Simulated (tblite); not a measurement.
C2H9BOSi.
Bonds: B1–C2, C2–Si3, Si3–O4, O4–C5. Hydrogens: H6, H7 on B1; H8, H9 on C2; H10, H11 on Si3; H12, H13, H14 on C5.

Computed with GFN2-xTB (tblite), gas phase: L-BFGS steps from a force-field or distance-geometry start until the largest atomic force falls under 0.01 eV/Å.

Step 20: E = -433.2396 eV
```
atom  x, y, z in Å  |  force x, y, z in eV/Å
B1     -2.4396   -0.2183    0.3202    0.038  -0.047  -0.063
C2     -1.5675    0.5522   -0.7274    0.163  -0.006   0.048
Si3     0.2088    1.0368   -0.2432    0.038   0.118   0.101
O4      1.1701   -0.2702   -0.0696   -0.287   0.073  -0.050
C5      2.4762   -0.2833    0.4267   -0.132   0.040  -0.065
H6     -3.3970   -0.7936   -0.0408    0.060  -0.040   0.039
H7     -2.1761   -0.2014    1.4620   -0.065   0.061  -0.049
H8     -1.6130    0.0859   -1.7138    0.040   0.012   0.049
H9     -2.0694    1.5181   -0.8628    0.046  -0.075   0.035
H10     0.7853    1.9274   -1.2716   -0.021  -0.046   0.046
H11     0.1479    1.7984    1.0259    0.072  -0.080  -0.131
H12     2.5169    0.1885    1.4068    0.026   0.010   0.129
H13     2.8059   -1.3172    0.5025   -0.026  -0.088   0.018
H14     3.1506    0.2560   -0.2373    0.046   0.067  -0.107
```

Step 21: E = -433.2479 eV
```
atom  x, y, z in Å  |  force x, y, z in eV/Å
B1     -2.4386   -0.2269    0.3183    0.048  -0.012  -0.043
C2     -1.5636    0.5510   -0.7179    0.174  -0.007  -0.002
Si3     0.2043    1.0544   -0.2367    0.100   0.113   0.094
O4      1.1642   -0.2491   -0.0501   -0.282   0.017  -0.069
C5      2.4766   -0.2929    0.4264   -0.143   0.080  -0.088
H6     -3.3812   -0.8185   -0.0536    0.062  -0.055   0.054
H7     -2.1904   -0.1824    1.4618   -0.088   0.030  -0.017
H8     -1.5841    0.0818   -1.7022   -0.024   0.010  -0.005
H9     -2.0746    1.5115   -0.8576    0.039  -0.083   0.015
H10     0.7717    1.9372   -1.2752   -0.004  -0.043   0.026
H11     0.1377    1.8336    1.0140    0.076  -0.037  -0.035
H12     2.5397    0.1724    1.4083    0.027  -0.030   0.149
H13     2.7859   -1.3356    0.4823   -0.027  -0.034   0.045
H14     3.1517    0.2430   -0.2401    0.043   0.051  -0.123
```

Step 22: E = -433.2548 eV
```
atom  x, y, z in Å  |  force x, y, z in eV/Å
B1     -2.4345   -0.2348    0.3160    0.060   0.025  -0.011
C2     -1.5555    0.5495   -0.7088    0.130  -0.020  -0.045
Si3     0.2019    1.0712   -0.2280    0.117   0.082   0.037
O4      1.1539   -0.2334   -0.0360   -0.185  -0.051  -0.053
C5      2.4720   -0.3006    0.4234   -0.113   0.107  -0.077
H6     -3.3642   -0.8395   -0.0644    0.055  -0.075   0.056
H7     -2.2042   -0.1635    1.4613   -0.104   0.002   0.007
H8     -1.5533    0.0802   -1.6921   -0.074   0.000  -0.052
H9     -2.0800    1.5020   -0.8510    0.042  -0.073  -0.004
H10     0.7582    1.9436   -1.2768    0.033  -0.013  -0.012
H11     0.1328    1.8639    1.0036    0.078   0.030   0.098
H12     2.5533    0.1577    1.4090    0.023  -0.061   0.110
H13     2.7691   -1.3495    0.4675   -0.054   0.030   0.043
H14     3.1496    0.2327   -0.2460   -0.008   0.018  -0.097
```

Question: Estimate the geometry and energy of step 23. (The exact step hangs on the optimiser's Hessian estimate; all steps are aligned on step 22, rigid shifts and turns removed.)

Answer: E = -433.2600 eV, largest force 0.221 eV/Å
```
atom  x, y, z in Å  |  force x, y, z in eV/Å
B1     -2.4289   -0.2395    0.3145    0.060   0.039   0.003
C2     -1.5460    0.5476   -0.7034    0.064  -0.032  -0.059
Si3     0.2028    1.0823   -0.2209    0.086   0.046  -0.019
O4      1.1430   -0.2280   -0.0305   -0.076  -0.084  -0.026
C5      2.4644   -0.3034    0.4191   -0.055   0.083  -0.033
H6     -3.3512   -0.8518   -0.0702    0.055  -0.086   0.052
H7     -2.2139   -0.1503    1.4610   -0.105  -0.011   0.023
H8     -1.5304    0.0807   -1.6867   -0.097  -0.013  -0.076
H9     -2.0832    1.4928   -0.8448    0.050  -0.053  -0.018
H10     0.7498    1.9458   -1.2772    0.072   0.026  -0.049
H11     0.1345    1.8815    0.9993    0.079   0.079   0.191
H12     2.5552    0.1486    1.4089    0.015  -0.063   0.046
H13     2.7586   -1.3550    0.4614   -0.081   0.074   0.021
H14     3.1445    0.2280   -0.2528   -0.067  -0.006  -0.056
```

The energy changes by -0.0052 eV. The first-order estimate −F·Δx gives -0.0071 eV and the mean of the old and new forces, exact on a quadratic surface, -0.0052 eV. The step makes an angle of 72° with the force vector and moves no atom by more than 0.024 Å.

What follows is the cost of the whole relaxation. Time: 0.76 s wall. Hardware: one thread of an Arm Neoverse N1, on a shared host.
